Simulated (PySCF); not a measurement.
# Ionisation energy of Tc²⁺ by level of theory

Tc²⁺ [Kr] 4d5 [4d3/2^4 4d5/2^1, M_J = 5/2] → Tc³⁺ [Kr] 4d4 [4d3/2^4, M_J = 0], as a difference of total energies. All numbers are calculated (PySCF 2.14, the two-component X2C-1e Hamiltonian, in x2c-SVPall-2c). Correlated levels: [Ar] 3d10 frozen; the 6 highest virtual spinors dropped. "Screened" scales the spin-orbit matrix elements by Boettger's factors to mimic the two-electron term; Breit and QED terms are absent.

```json
{"method": "GHF (spin-free)", "ionisation energy (eV)": "28.887"}
{"method": "GMP2 (spin-free)", "ionisation energy (eV)": "29.517"}
{"method": "GHF (screened spin-orbit)", "ionisation energy (eV)": "28.744"}
{"method": "GMP2 (screened spin-orbit)", "ionisation energy (eV)": "29.368"}
```

Question: How much does correlation contribute at GMP2 (screened spin-orbit)?

Answer: 29.368 − (28.744) = 0.624 eV, measured against GHF (screened spin-orbit).

The spin-free rows relax to the high-spin LS determinant and lack the spin-orbit shift.

Errors of the correlated levels include the incompleteness of this basis and the frozen core.

The labels give the starting determinants; with spin-orbit coupling the two ends relaxed to ⟨J²⟩ = 8.75, ⟨L²⟩ = 0.02, ⟨S²⟩ = 8.74 and ⟨J²⟩ = 3.69, ⟨L²⟩ = 5.97, ⟨S²⟩ = 5.97.

The determinant of Tc³⁺ mixes levels of different J (the jj label is only the starting occupation), so the difference between spin-free and spin-orbit rows is not the physical spin-orbit shift.

For comparison: 29.55 eV (semi-empirical (NIST evaluation); NIST Atomic Spectra Database, ionization energies).
